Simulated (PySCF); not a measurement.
Precursor series Sc Cl-NH2. Gas-phase values, no solvent. One relaxed conformer stands for each flexible species; it need not be the lowest.

These are PySCF with PBE-D3(BJ)/def2-TZVP // BP86-D3(BJ)/def2-SVP values and carry that method's errors. 

| species | LUMO (eV) | charge on the central atom (meta-Löwdin) (e) |
|---|---|---|
| 0 of 3 Cl replaced by NH2 ([Sc(Cl)3]) | -4.19 | 1.15 |
| 1 of 3 Cl replaced by NH2 ([Sc(Cl)2(NH2)]) | -3.33 | 1.14 |
| 2 of 3 Cl replaced by NH2 ([Sc(Cl)(NH2)2]) | -2.53 | 1.12 |
| 3 of 3 Cl replaced by NH2 | -1.80 | 1.10 |
